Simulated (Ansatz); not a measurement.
`C[CH]([AlH2])CCl` and `C[CH]([AlH2])CN` differ in one atom or group.

Ansatz, PBE0-D4/def2-TZVP geometries, multiplicity 1. Each molecule was computed in one conformer, which needn't be the lowest.

| property | `C[CH]([AlH2])CCl` |
| --- | --- |
| size of the dipole moment (PBE/def2-TZVPP) / D | 1.71 |
| size of the dipole moment (B3LYP/def2-TZVPP) / D | 1.79 |
| LUMO energy (B3LYP/def2-TZVPP) / eV | -1.93 |
| LUMO energy (ωB97M-V/def2-TZVPP) / eV | -0.14 |
| HOMO–LUMO gap (B3LYP/def2-TZVPP) / eV | 5.47 |
| HOMO–LUMO gap (ωB97M-V/def2-TZVPP) / eV | 9.62 |

Give the same properties after the change, and the shifts. (Estimate.)

Ansatz gave: 
```
                                        property  `C[CH]([AlH2])CN`  shift
  size of the dipole moment (PBE/def2-TZVPP) / D               1.32  -0.39
size of the dipole moment (B3LYP/def2-TZVPP) / D               1.28  -0.51
             LUMO energy (B3LYP/def2-TZVPP) / eV              -1.59   0.34
           LUMO energy (ωB97M-V/def2-TZVPP) / eV               0.18   0.32
           HOMO–LUMO gap (B3LYP/def2-TZVPP) / eV               5.00  -0.47
         HOMO–LUMO gap (ωB97M-V/def2-TZVPP) / eV               9.39  -0.23
```

With PBE0 the HOMO rises by 0.79 eV and the LUMO rises by 0.34 eV, so the gap narrows by about 0.45 eV. PBE moves the HOMO by 1.03 eV and ωB97M-V by 0.55 eV. Dipoles are sizes alone; their direction can turn.

B3LYP here is the variant with VWN-RPA as its local correlation; programs differ in this.
